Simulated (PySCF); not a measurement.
Si(GeH3)2(Me)(NMe2), SMILES [GeH3][Si]([GeH3])(C)N(C)C, singlet at its GFN2-xTB optimised geometry (Å):

```
22

C     -1.1407     0.1815     4.1477
N     -0.2853     0.5965     3.0658
C      0.7517     1.4970     3.5002
Si    -0.0919    -0.3743     1.6536
C      1.0503    -1.9020     1.8527
Ge    -2.2166    -1.1772     1.0644
Ge     0.8659     0.9879     0.0000
H     -1.9215    -0.4767     3.7681
H     -0.5818    -0.3521     4.9260
H     -1.6129     1.0549     4.6059
H      1.4095     1.0307     4.2436
H      1.3551     1.8030     2.6462
H      0.3069     2.3886     3.9506
H      0.6779    -2.5871     2.6119
H      1.1115    -2.4526     0.9162
H      2.0625    -1.6140     2.1300
H     -3.4136    -0.3202     1.3591
H     -2.5794    -2.4866     1.7120
H     -2.3711    -1.4846    -0.3967
H      0.5421     0.5677    -1.4042
H      2.3711     0.9879     0.0000
H      0.5361     2.4526     0.0000
```

Level of theory: PBE0/def2-SVP (PySCF). Cells within 0.4 Å of a nucleus heavier than hydrogen are left out (blank, or x).

Map of the electron localisation function on the plane z = 0.0 Å:

```
|00000000000000000000000000000|
|00000000000000011100000000000|
|00000000000003788741000000000|
|00000000000048999983000000000|
|00000000000289999995100000000|
|00000000000499999996100000000|
|00000000000389999995100000000|
|00000000000279999984123441000|
|00000000000147987543589996100|
|00000000000024421213899999400|
|0000000000002322xx41999999600|
|0000000000002314xx61999999700|
|00110000000024227x42999999600|
|01111100000024421113899999400|
|01111112110014543223689986100|
|01111234331112454322234541000|
|00012466543111222110000000000|
|00014788764210000000000000000|
|00027999874210000000000000000|
|00037999985200000000000000000|
|00026999974100001453100000000|
|00013688852000016998500000000|
|00001234321000028999710000000|
|00000011100000038999610000000|
|00000000000000016887300000000|
|00000000000000002442000000000|
|00000000000000000000000000000|
|00000000000000000000000000000|
|00000000000000000000000000000|
```
Scale: ten equal steps from 0.000 (start of '0') to 1.000 (end of '9'), in the order '0123456789'; x runs from -4.50 to 4.50, y from -4.50 (bottom) to 4.50 (top).
